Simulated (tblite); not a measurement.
Compound: C3H12OSSi3.
Atom-mapped SMILES: `[CH3:1][S:2][Si:3]([SiH3:4])([SiH3:5])[C:6]([CH3:7])=[O:8]` (hydrogens: H9, H10, H11 on C1; H12, H13, H14 on Si4; H15, H16, H17 on Si5; H18, H19, H20 on C7)

Computed with GFN2-xTB (tblite), gas phase: L-BFGS steps from a force-field or distance-geometry start until the largest atomic force falls under 0.01 eV/Å.

Step 35: E = -680.6523 eV
```
atom  x, y, z in Å  |  force x, y, z in eV/Å
C1     -2.3848    1.6950   -0.0379   -0.009  -0.015   0.012
S2     -0.8166    1.5169   -0.9441   -0.088  -0.022   0.019
Si3     0.0129   -0.3121   -0.0638    0.036  -0.017  -0.040
Si4    -0.5016   -2.2754   -1.2376   -0.012   0.002  -0.023
Si5    -0.2853   -0.4210    2.2504   -0.006  -0.010   0.058
C6      1.9154   -0.1027   -0.2783   -0.040   0.038   0.017
C7      2.5028    1.1291   -0.9011    0.016  -0.025   0.001
O8      2.5899   -1.0264    0.1286    0.025   0.016  -0.017
H9     -2.2759    2.5150    0.6658   -0.025  -0.002  -0.001
H10    -2.6243    0.7789    0.4906   -0.004  -0.029  -0.022
H11    -3.1655    1.9254   -0.7559    0.024   0.009  -0.021
H12     0.7465   -2.9321   -1.6214   -0.041  -0.013  -0.019
H13    -1.2441   -3.1699   -0.3392    0.014   0.013  -0.006
H14    -1.3367   -2.1114   -2.4322    0.031   0.030   0.006
H15    -1.2077    0.5760    2.8049    0.024   0.028   0.004
H16     0.9910   -0.3024    2.9494   -0.014   0.007   0.035
H17    -0.8762   -1.7303    2.5474    0.010   0.013   0.007
H18     2.7490    0.8956   -1.9360   -0.007  -0.011  -0.022
H19     1.7842    1.9435   -0.8962    0.047   0.004   0.011
H20     3.4217    1.4190   -0.3963    0.019  -0.018   0.002
```

Step 36: E = -680.6534 eV
```
atom  x, y, z in Å  |  force x, y, z in eV/Å
C1     -2.3842    1.6904   -0.0384   -0.020  -0.016   0.023
S2     -0.8133    1.5179   -0.9387   -0.079   0.006  -0.013
Si3     0.0142   -0.3108   -0.0622    0.043  -0.075  -0.030
Si4    -0.5036   -2.2734   -1.2407   -0.006   0.008  -0.022
Si5    -0.2857   -0.4175    2.2528    0.004   0.006   0.027
C6      1.9173   -0.1048   -0.2766   -0.058   0.064   0.024
C7      2.5013    1.1277   -0.8999    0.036  -0.020  -0.005
O8      2.5944   -1.0257    0.1309    0.026  -0.010  -0.009
H9     -2.2781    2.5063    0.6708   -0.034  -0.002  -0.012
H10    -2.6214    0.7709    0.4847   -0.018  -0.037  -0.012
H11    -3.1646    1.9211   -0.7571    0.038   0.015  -0.013
H12     0.7440   -2.9323   -1.6262   -0.054  -0.003  -0.014
H13    -1.2465   -3.1699   -0.3436    0.018   0.023  -0.016
H14    -1.3374   -2.1046   -2.4368    0.040   0.026   0.025
H15    -1.2044    0.5844    2.8019    0.009   0.036   0.013
H16     0.9894   -0.2976    2.9512    0.007   0.008   0.046
H17    -0.8771   -1.7239    2.5534   -0.005  -0.011   0.012
H18     2.7432    0.8934   -1.9351   -0.008  -0.011  -0.048
H19     1.7836    1.9425   -0.8925    0.045   0.008   0.014
H20     3.4238    1.4166   -0.4011    0.017  -0.014   0.012
```

Q: Estimate the geometry and energy of step 37. (The exact step hangs on the optimiser's Hessian estimate; all steps are aligned on step 36, rigid shifts and turns removed.)

A: E = -680.6548 eV, largest force 0.125 eV/Å
```
atom  x, y, z in Å  |  force x, y, z in eV/Å
C1     -2.3834    1.6832   -0.0386   -0.036  -0.019   0.034
S2     -0.8095    1.5201   -0.9312   -0.045   0.023  -0.049
Si3     0.0167   -0.3105   -0.0605    0.032  -0.121  -0.006
Si4    -0.5065   -2.2705   -1.2458    0.004   0.015  -0.013
Si5    -0.2862   -0.4122    2.2568    0.017   0.026  -0.020
C6      1.9196   -0.1069   -0.2732   -0.048   0.074   0.026
C7      2.4999    1.1254   -0.8982    0.053  -0.004  -0.017
O8      2.6008   -1.0246    0.1341    0.011  -0.032   0.002
H9     -2.2821    2.4935    0.6781   -0.045  -0.002  -0.021
H10    -2.6170    0.7584    0.4757   -0.038  -0.044   0.001
H11    -3.1623    1.9151   -0.7590    0.045   0.021  -0.002
H12     0.7393   -2.9324   -1.6336   -0.059   0.003  -0.012
H13    -1.2500   -3.1696   -0.3508    0.019   0.033  -0.025
H14    -1.3381   -2.0945   -2.4430    0.040   0.023   0.035
H15    -1.1998    0.5974    2.7978   -0.007   0.042   0.021
H16     0.9876   -0.2905    2.9547    0.031   0.008   0.058
H17    -0.8788   -1.7145    2.5629   -0.022  -0.038   0.017
H18     2.7343    0.8899   -1.9346   -0.009  -0.009  -0.066
H19     1.7832    1.9407   -0.8868    0.043   0.015   0.015
H20     3.4272    1.4133   -0.4079    0.013  -0.013   0.020
```

The energy changes by -0.0014 eV. The first-order estimate −F·Δx gives -0.0019 eV and the mean of the old and new forces, exact on a quadratic surface, -0.0014 eV. The step makes an angle of 78° with the force vector and moves no atom by more than 0.016 Å.

The cost below is that of the whole relaxation. On one thread of an Arm Neoverse V2, on a shared host, this took 1.7 s of wall time.
